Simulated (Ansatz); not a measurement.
The first iterations of a band of AlFH$_{3}$O$_{3}$ (8 atoms, charge 0, multiplicity 2).

Level of theory: UKS BLYP/def2-SVP in Ansatz 0.2.0.

```yaml
movable_images: 7
climbing_image: yes
spring: 5.0 eV/Å²
optimiser: quadratic models (default)
start_path: through a guess of the saddle point
force_threshold: 0.03 eV/Å
iteration_limit: 60
end_points: relaxed
```

First end point:

```xyz
8
Properties=species:S:1:pos:R:3
Al -0.151 -0.616 0.780
F -0.741 -2.110 1.288
O 1.387 -0.748 -0.134
H 1.769 0.095 -0.455
O -1.248 0.261 -0.323
H -2.079 -0.179 -0.594
O 0.225 0.509 2.116
H 0.113 0.189 3.033
```

Last end point:

```xyz
8
Properties=species:S:1:pos:R:3
Al -0.104 -0.415 0.725
F -0.371 -2.048 1.070
O 1.397 -0.111 -0.193
H 1.943 -0.881 -0.453
O -1.414 0.341 -0.225
H -2.186 -0.209 -0.469
O 0.039 0.590 2.197
H -0.027 0.133 3.059
```

| iteration | highest image above the first end (eV) | largest band force component (eV/Å) |
| --- | --- | --- |
| 1 | 60.355 | 336.868 |
| 2 | 10.492 | 54.728 |
| 3 | 7.291 | 38.882 |
| 4 | 3.447 | 18.732 |
| 5 | 2.313 | 7.985 |
| 6 | 2.210 | 3.567 |
| 7 | 2.091 | 2.278 |
| 8 | 1.988 | 1.254 |
| 9 | 1.884 | 1.161 |
| 10 | 1.790 | 1.643 |
| 11 | 1.706 | 1.048 |
| 12 | 1.655 | 0.993 |

Task: Does the band converge within its limit, and where does its top end?

Result: The forces met the threshold. It ended after 38 iterations with the highest image 0.172 eV above the first end. A vibrational analysis at the climbing image gives one clearly imaginary mode, 433i cm⁻¹: a first-order saddle point.

Time of the run: 7 min on 4 threads of Arm Neoverse V1, with other jobs on the host, peak memory 0.22 GiB.
